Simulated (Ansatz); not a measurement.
Abridged output of a molecular run in Ansatz:

```
Functional definition: HF
2396 factors; integrals over basis functions are off by at most 1.6e-3 eV
mean field evaluation 1: about -17480.7853 eV, gradient 4.8e1 eV
mean field evaluation 2: about -17480.8028 eV, gradient 4.8e1 eV
mean field evaluation 4: about -17487.0756 eV, gradient 6.2e0 eV
mean field evaluation 8: about -17487.1830 eV, gradient 2.4e-4 eV
mean field -17487.18300447 eV, -642.6421221759 hartree, gradient 2.9e-6 eV, S^2 0.000000; 0 other end points of the search recorded, 0 dependent functions left out
14 core orbitals not correlated: weight in the atoms' cores, before any rotation towards them, 1.000 or more for the frozen orbitals, at most 0.000 for the correlated occupied ones
reference -17487.18300447 eV, -642.6421221759 hartree; 30, 30 occupied and 190, 190 virtual orbitals, 2396 factors
second order -39.04449645 eV of doubles, -0.00000000 eV of singles
cycle   1  -40.91345767 eV  change    -1.9e0 eV  update   1.3e-1
cycle   2  -41.97853380 eV  change    -1.1e0 eV  update   3.9e-2
cycle   3  -42.19212256 eV  change   -2.1e-1 eV  update   2.0e-2
cycle   4  -42.18563935 eV  change    6.5e-3 eV  update   5.4e-3
cycle   5  -42.18574761 eV  change   -1.1e-4 eV  update   2.6e-3
cycle   6  -42.18547080 eV  change    2.8e-4 eV  update   7.8e-4
cycle   7  -42.18495494 eV  change    5.2e-4 eV  update   2.7e-4
cycle   8  -42.18491501 eV  change    4.0e-5 eV  update   7.6e-5
cycle   9  -42.18491353 eV  change    1.5e-6 eV  update   2.3e-5
perturbative correction -1.25090014 eV, -0.0459697321 hartree
Total energy: -17530.61881814 eV, -644.2383588864 hartree
```

Its atoms:

```xyz
28

C     0.467   -1.492   -2.376
N     0.550   -1.406   -0.941
C     1.130   -2.587   -0.356
Al    0.001   -0.001    0.000
N    -1.301    1.035   -0.628
C    -1.440    2.433   -0.307
C    -2.337    0.574   -1.516
N     0.752    0.369    1.569
C     0.076    1.058    2.638
C     2.104    0.014    1.916
H     0.044   -0.577   -2.799
H    -0.163   -2.334   -2.703
H     1.458   -1.638   -2.832
H     1.164   -2.509    0.733
H     2.158   -2.762   -0.711
H     0.549   -3.489   -0.604
H    -2.393    2.647    0.201
H    -0.633    2.765    0.350
H    -1.410    3.061   -1.210
H    -2.223   -0.492   -1.729
H    -2.326    1.110   -2.477
H    -3.338    0.718   -1.081
H    -0.953    1.299    2.360
H     0.037    0.447    3.553
H     0.580    2.001    2.904
H     2.142   -0.660    2.786
H     2.602   -0.488    1.084
H     2.703    0.902    2.173
```

**Question.** Which basis set was used?
A. def2-QZVPP
B. def2-SVP
C. cc-pV(Q+d)Z
D. def2-TZVPP

**Answer.** B. It gives 234 functions.

**Question.** Write the keys of the input that set method, charge and spin (a neutral closed shell needs none for the last two).

**Answer.** 
```yaml
correlation: {method: ccsd_t}
```
